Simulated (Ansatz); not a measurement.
C$_{3}$H$_{4}$F$_{2}$Si (`C#C[Si](C)(F)F`) at its PBE0-D4/def2-TZVP geometry, where that method's forces vanish. The species carries charge 0 and has multiplicity 1.

```xyz
10

C     2.3946    0.8624    0.6477
C     1.2066    0.7422    0.4847
Si   -0.5684    0.4917    0.2047
C    -0.9563   -1.0894   -0.6421
F    -1.1106    1.7174   -0.6445
F    -1.3024    0.5569    1.6099
H     3.4444    0.9770    0.7959
H    -2.0341   -1.1929   -0.7874
H    -0.4699   -1.1287   -1.6192
H    -0.6038   -1.9365   -0.0497
```

What forces (eV/Å) does r2SCAN-D4/def2-TZVPP give on these atoms in Ansatz? (Estimate.)

Computed: 
```
C1   0.393  0.038  0.053
C2  -0.368 -0.043 -0.053
Si3  0.098 -0.046 -0.015
C4   0.014  0.026  0.015
F5  -0.031  0.048 -0.038
F6  -0.039 -0.001  0.056
H7  -0.055 -0.004 -0.007
H8   0.021 -0.008 -0.002
H9  -0.019 -0.017  0.018
H10 -0.015  0.006 -0.026
```
